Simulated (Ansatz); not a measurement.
The cluster Rb₄H₄, relaxed as a singlet with RKS PBE0-D4/def2-SVP in Ansatz, starting from the GFN2-xTB geometry. Force threshold 0.02 eV/Å.

In the def2 sets Rb takes a core potential; there is no spin–orbit coupling. The structure comes from a short search, and lower isomers may exist.

Start:

```xyz
8

Rb    1.275    0.652    3.391
Rb    1.715   -0.135   -1.082
Rb   -1.304   -0.836   -3.321
Rb   -1.715    0.325    1.024
H     0.965   -1.507   -2.882
H    -1.486    0.592   -1.317
H    -0.936    1.509    2.901
H     1.488   -0.600    1.286
```

Question: Estimate the energy that the relaxation releases and the steps that it takes.

Answer: 0.77 eV, in 10 steps; 18 s on 4 threads of Arm Neoverse V1 on a shared host. The force fell under the threshold at step 9, but the optimiser went on. No frequencies were taken in this run, so the end may be a saddle point.

Question: Does the start keep its bonding?

Answer: Bonds formed: Rb2–H6, Rb4–H8 (atoms count from 1). Metal–metal contacts that move far: Rb3–Rb4 4.52 to 5.40 Å, Rb1–Rb2 4.56 to 5.40 Å. The end is the same structure that another start reached, the lowest one found.

Question: Predict the relaxed structure.

Answer: 
Cartesian coordinates in Å:
```
Rb 1.384 0.811 3.961
Rb 1.528 -0.763 -1.202
Rb -1.401 -0.865 -3.943
Rb -1.509 0.825 1.181
H 1.091 -1.530 -3.768
H -1.312 -0.026 -1.423
H -1.109 1.474 3.786
H 1.328 0.074 1.408
```
Bond lengths (bridged metal pairs left out): 10 × H–Rb 2.58 to 2.94 Å.
